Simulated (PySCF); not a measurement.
# Unknown compound

The spectra below were simulated for a compound C₆H₁₄O.

1H NMR (600 MHz, computed): δ 3.28 (q, J = 7.7 Hz, 2H), 1.20 (t, J = 7.7 Hz, 3H), 1.16 (s, 9H).

13C{1H} NMR (computed): δ 70.7 (C), 57.1 (CH2), 28.4 (CH3, 3C), 18.1 (CH3).

Isolated molecule, one averaged value for each set of equivalent atoms, non-relativistic Hamiltonian, single conformer. Shielding tensors at PBE0/pcSseg-1 (GIAO); geometry from PBE0-D3(BJ)/def2-SVP; J: B3LYP/pcJ-1 (without the spin–dipole term); PySCF 2.14.

Referencing at the same level of theory: 1H and 13C vs TMS.

Problem. Which of these isomers gave the spectra?
A. CCOCC(C)C
B. CC(C)OC(C)C
C. CCCOC(C)C
D. COCC(C)(C)C
E. CCOC(C)(C)C

Solution. E. 

Rings plus π bonds: 0. 4 carbon signals for 6 carbons: some carbons are equivalent by symmetry or fast rotation. Carbon types of the structure: 1 × C, 1 × CH2, 4 × CH3, which accounts for all hydrogens. δC 70.7: fully substituted sp3 carbon bonded to O; pulled downfield by the heteroatom. δC 57.1: sp3 CH2 bonded to O; the inductive effect lowers its shielding. δC 28.4, 18.1: methyl carbon; saturated and bonded to C and H only. δH 3.28: hydrogen on an sp3 CH2 bonded to O; its carbon carries O, hence the downfield position. δH 1.20, 1.16: hydrogen on a methyl carbon. The protons at 1.20 and 3.28 share a coupling of 7.7 Hz (vicinal).

The others: CCCOC(C)C would give 5 carbon signals, not 4; COCC(C)(C)C has carbons computed at 84.7, 59.3, 31.9, 28.1; CC(C)OC(C)C would give 2 carbon signals, not 4; CCOCC(C)C would give 5 carbon signals, not 4.

Splittings below 1 Hz are ignored in the labels, and close J values are merged. Unscaled 3J(H,H) at this level run about 10 % above measured values. Shifts are as computed. Against solution values, carbons near 30 ppm lie about +2 ppm off and those near 130 ppm about +5 ppm. Of 1211 compounds with measured shifts, 218 miss one by over three times the rms of a fit or turn the order of signals round; such compounds aren't used in these exercises.
